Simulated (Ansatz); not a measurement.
A series at Sn: from `[I][SnH]([I])[I]`, ligands are replaced one by one, each step taking up H₂ and setting free HI; n counts the steps. Ansatz, PBE0-D4/def2-TZVP geometries.

```
n            molecule  HOMO energy, ωB97M-V/def2-TZVPP (eV)
0  `[I][SnH]([I])[I]`                                     ?
1      `[I][SnH2][I]`                                 -9.75
2         `[SnH3][I]`                                 -9.65
3            `[SnH4]`                                -11.38
```

Problem. By hand: fit a straight line y = ȳ + b (n − n̄) to the 3 given rows and predict n = 0.

Solution. n̄ = 2.000, ȳ = -10.260; Σ(n − n̄)(y − ȳ) = -1.630, Σ(n − n̄)² = 2.000, so b = -0.815 eV a step. Prediction: -10.260 + (-0.815) × (-2.000) = -8.63 eV.

Problem. By hand: compare with the computed value, -9.89 eV, and give the steps along the whole series.

Solution. The line misses by -1.26 eV (computed minus predicted). Steps: 0.14, 0.10, -1.73 eV.

The steps change sign along the series, so a line is a poor guide. The highest orbital can change its character along such a series. The miss is 72.8 % of the series' range.
